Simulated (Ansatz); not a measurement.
Wavefunction ladder for CH$_{9}$BSSi$_{2}$

Cartesian coordinates in Å:
```
B -0.865 -2.224 -0.584
Si 0.479 -0.948 0.015
S -1.645 -0.949 0.822
C 0.877 0.698 -0.767
Si 0.366 2.191 0.246
H -0.883 -3.352 -0.195
H -1.415 -1.921 -1.606
H 1.325 -1.147 1.223
H -1.310 -1.623 1.934
H 1.965 0.727 -0.903
H 0.425 0.751 -1.762
H 0.812 2.024 1.655
H -1.111 2.342 0.222
H 0.980 3.432 -0.300
```

Charge 0, multiplicity 1. The bonds changed during the relaxation, so this is another structure than the one it started from. The structure was optimised at the PBE0-D4/def2-TZVP level. It is one conformer, not always the lowest. Frozen core, restricted reference, Ansatz. CBS rows extrapolate triple and quadruple zeta; past MP2 they add the triple-zeta difference.

| basis | HF (Eh) | MP2 corr. | CCSD corr. | (T) | CCSD(T) total |
| --- | --- | --- | --- | --- | --- |
| def2-TZVPP | -1043.23986 | -0.72950 | ? | ? | ? |
| def2-QZVPP | -1043.27190 | ? | – | – | – |
| CBS(def2) | -1043.27632 | -0.81952 | ? | as TZ | ? |

Task: Fill in the withheld values. (Estimate.)

Result: Computed: def2-TZVPP CCSD corr.: -0.80295; def2-TZVPP (T): -0.03498; def2-TZVPP CCSD(T) total: -1044.07779; def2-QZVPP MP2 corr.: -0.78121; CBS(def2) CCSD corr.: -0.89297; CBS(def2) CCSD(T) total: -1044.20427.
